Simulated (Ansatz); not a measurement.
Calculated with Ansatz (gas phase, PBE0-D4/def2-TZVP geometries, no zero-point term in ΔE). CBS: MP2 limit from def2 TZ/QZ plus the TZ coupled-cluster correction, frozen cores. This one scheme is used for every species. Functionals use def2-TZVPP. B3LYP here is the variant with VWN-RPA as its local correlation; programs differ in this. HSE06 is defined as in plane-wave codes. For Ga, Se outer-core shells are correlated without core-valence functions, which leaves a few kJ/mol of doubt a bond. Scalar relativity is left out up to krypton.

`[F][GaH2]` + H₂Se → `[GaH2][SeH]` + H–F  (ligand exchange at a Ga–F bond)

`[F][GaH2]`:

Cartesian coordinates in Å:
```
F 1.251 0.723 0.761
Ga -0.096 -0.056 -0.059
H -1.284 0.902 -0.364
H 0.129 -1.569 -0.339
```

H₂Se:

Z-matrix (Å, degrees):
```
Se
H 1 1.467
H 1 1.467 2 91.2
```

`[GaH2][SeH]`:

```xyz
5

Ga    0.232   -0.602   -0.331
Se   -1.091    1.277    0.001
H     1.367   -0.900    0.698
H    -0.123   -1.447   -1.593
H    -0.384    1.672    1.225
```

H–F:

Cartesian coordinates in Å:
```
F -0.297 -0.298 0.185
H 0.297 0.298 -0.185
```

```tsv
level	ΔE (kJ/mol)	difference from CCSD(T)/CBS
LDA (SPW92)	-23.3	1.6
PBE-D4	-20.6	4.3
revPBE-D4	-19.5	5.4
BLYP-D4	-8.9	16.0
r2SCAN-D4	-15.0	9.9
B97M-V	-5.5	19.4
PBE0-D4	-25.1	-0.2
B3LYP-D4	-13.3	11.6
r2SCANh-D4	-17.6	7.3
r2SCAN0-D4	-21.0	3.9
HSE06-D4	-25.6	-0.7
BHLYP-D4	-16.3	8.6
CAM-B3LYP-D4	-6.1	18.8
ωB97M-V	-13.1	11.8
PBE-QIDH	-23.6	1.3
PBE	-17.3	7.6
revPBE	-15.0	9.9
BLYP	-2.6	22.3
r2SCAN	-14.4	10.5
PBE0	-22.2	2.7
B3LYP	-7.8	17.1
r2SCANh	-16.8	8.1
r2SCAN0	-20.1	4.8
HSE06	-22.8	2.1
BHLYP	-9.5	15.4
CAM-B3LYP	-2.9	22.0
LC-ωPBE	-9.4	15.5
RPA@PBE/def2-TZVPP	-12.9	12.0
HF/def2-SVP	2.2	27.1
MP2/def2-SVP	-3.1	21.8
CCSD/def2-SVP	1.3	26.2
CCSD(T)/def2-SVP	0.0	24.9
MP2/def2-TZVPP	-22.3	2.6
SCS-MP2/def2-TZVPP	-13.7	11.2
HF/def2-QZVPP	-3.0	21.9
MP2/def2-QZVPP	-25.0	-0.1
SCS-MP2/def2-QZVPP	-15.7	9.2
HF/CBS(def2)	-2.6	22.3
MP2/CBS(def2)	-28.8	-3.9
CCSD/CBS(def2)	-23.1	1.8
CCSD(T)/CBS	-24.9	0
```

(1) What do rigid-rotor, harmonic-oscillator terms from PBE0-D4/def2-TZVP frequencies (298.15 K, 1 bar) make of the CCSD(T)/CBS value? (Best estimate.)

Largest T1 diagnostic among the species: 0.014.

## Answers

(1) Computed: ΔZPE = +6.3 kJ/mol, ΔH = -17.6 kJ/mol, ΔS = -7 J/(mol·K), ΔG = -15.4 kJ/mol.

From r2SCAN to r2SCAN0 (25 % exact exchange), in def2-TZVPP and without D4, ΔE moves by −5.7 kJ/mol. In def2-TZVPP, CCSD(T) changes the Hartree–Fock value by −12.2 kJ/mol (the triples alone add −1.7 kJ/mol) and MP2 by −16.1 kJ/mol.
